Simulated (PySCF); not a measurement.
Compound: BBrH2O2.
Bonds: O1–B2, B2–O3, B2–Br4. Hydrogens: H5 on O1; H6 on O3.

Method: PySCF, PBE0-D3(BJ)/def2-SVP geometry optimisation, gas phase.

Give the optimised bond lengths and angles.

| bond | length (Å) | order |
| --- | --- | --- |
| O1–B2, B2–O3 | 1.348 | single |
| B2–Br4 | 1.937 | single |
| O1–H5, O3–H6 | 0.963 | single |

Bonds in one row agree within 0.01 Å and their mean is given. Orders are formal, as drawn. A selection of angles:
| angle | degrees |
| --- | --- |
| B2–O1–H5 | 111.6 |
| O1–B2–O3 | 121.5 |
| O1–B2–Br4 | 117.7 |
| O3–B2–Br4 | 120.7 |
| B2–O3–H6 | 113.5 |

Dihedral angles: H5–O1–B2–O3 1° (synperiplanar); H6–O3–B2–O1 -179° (antiperiplanar).

The 4 heavy atoms lie in one plane (0.000 Å rms). B2 (three-coordinate boron) is planar (angles 121.5°, 120.7° and 117.7°, sum 360.0°, 0.00 Å off the plane of its three neighbours).

Point group: Cs (every atom within 0.08 Å of its image). Stationary, but not proved a minimum. The numbers are those of one conformer (H–O1–B2–O3 1°, O1–B2–O3–H -179°).

Time: 13 s wall; peak memory 0.36 GiB. Hardware: an Arm Neoverse V2 with one thread, no GPU (shared host). That covers the optimisation of the geometry.
